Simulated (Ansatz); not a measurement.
Ge3H8⁺, that is Ge(GeH3)2H2 with one electron fewer. The state is a doublet with charge 1. Geometry r2SCAN-D4/def2-SVP; atoms count from 1.

```csv
atom,x (Å),y (Å),z (Å)
Ge1,0.8784,0.9238,0.1333
Ge2,0.7591,-1.5636,0.6359
H3,-0.3365,-1.7358,1.6804
H4,2.1967,-1.6493,1.1727
H5,0.5206,-2.2681,-0.6933
Ge6,-1.4995,0.7842,-0.7495
H7,-2.3697,0.3563,0.4256
H8,-1.4691,-0.1753,-1.9321
H9,-1.5813,2.2742,-1.1174
H10,1.9017,1.2713,-0.9484
H11,0.9996,1.7822,1.3929
```

Problem. Estimate the Mulliken populations from the PBE0/def2-TZVP orbitals of Ansatz.

Solution. 
```tsv
atom	charge (e)	spin (α − β)
Ge1	-0.01	0.47
Ge2	-0.01	0.23
H3	0.12	-0.01
H4	0.14	0.07
H5	0.12	-0.01
Ge6	-0.01	0.23
H7	0.12	-0.01
H8	0.12	-0.01
H9	0.14	0.07
H10	0.13	-0.02
H11	0.13	-0.02
```
Mulliken values depend strongly on the basis.

Problem. Where does the spin sit?

Solution. Summed by element: Ge 0.93, H 0.07, of 1 unpaired in all. Largest on single atoms: Ge1 0.47, Ge2 0.23, Ge6 0.23.

Problem. And the Mayer bond orders between heavy atoms (over 0.3)?

Solution. Ge1–Ge2 0.68 (2.54 Å); Ge1–Ge6 0.68 (2.54 Å).
